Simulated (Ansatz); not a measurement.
Computed with Ansatz on PBE0-D4/def2-TZVP structures; ΔE is electronic, products minus reactants. CCSD(T)/CBS is the MP2 limit (def2-TZVPP, def2-QZVPP) plus CCSD(T) − MP2 in def2-TZVPP, frozen cores. DFT in def2-TZVPP. B3LYP here is the variant with VWN-RPA as its local correlation; programs differ in this. One conformer a species, not always the lowest.

Consider the ligand exchange at the Al–C bond: `CN(C)[CH2][AlH2]` + `C[SiH](N)Cl` → `C[SiH](Cl)[NH][AlH2]` + `CN(C)C`.

```
             level  ΔE (kJ/mol)  difference from CCSD(T)/CBS
            PBE-D4       -116.5                         10.4
           PBE0-D4       -119.8                          7.1
          B3LYP-D4       -125.8                          1.1
           ωB97M-V       -122.9                          4.0
            B2PLYP       -129.2                         -2.3
            r2SCAN       -126.0                          0.9
              PBE0       -120.0                          6.9
             B3LYP       -126.3                          0.6
     HF/def2-TZVPP       -137.3                        -10.4
    MP2/def2-TZVPP       -130.9                         -4.0
SCS-MP2/def2-TZVPP       -132.5                         -5.6
   CCSD/def2-TZVPP       -129.9                         -3.0
CCSD(T)/def2-TZVPP       -129.1                         -2.2
     HF/def2-QZVPP       -138.0                        -11.1
      HF/CBS(def2)       -138.1                        -11.2
     MP2/CBS(def2)       -128.8                         -1.9
       CCSD(T)/CBS       -126.9                            0
```

Largest T1 diagnostic among the species: 0.010.

In def2-TZVPP, CCSD(T) changes the Hartree–Fock value by +8.2 kJ/mol (the triples alone add +0.9 kJ/mol) and MP2 by +6.4 kJ/mol. From PBE to PBE0 (25 % exact exchange), in def2-TZVPP and without D4, ΔE moves by −3.2 kJ/mol.
